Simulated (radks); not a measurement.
All-electron atom: Cs+ in [Xe]. Calculated with a radial shooting solver on a logarithmic mesh with Libxc functionals: scalar-relativistic Kohn-Sham, LDA (Slater exchange, Perdew-Wang correlation), spin-unpolarised, spherical densities, finite nucleus; Fermi nuclear charge, rms radius 4.8041 fm. Some entries of the table are withheld. Estimate them.

orbital,occ.,eigenvalue (Ry),<r> (bohr)
1s,2,-2628.573,(1)
2s,2,-412.7335,(2)
2p,6,-370.5065,(3)
3s,2,-86.07929,0.2995
3p,6,-72.48538,0.2973
3d,10,(4),0.2737
4s,2,-16.53877,0.6950
4p,6,-12.18633,0.7399
4d,10,-5.84832,(5)
5s,2,-2.36508,(6)
5p,6,-1.38392,2.069

Answer. 
(1) 1s <r> (bohr): 0.02613
(2) 2s <r> (bohr): 0.1122
(3) 2p <r> (bohr): 0.09825
(4) 3d eigenvalue (Ry): -52.46756
(5) 4d <r> (bohr): 0.8373
(6) 5s <r> (bohr): 1.733
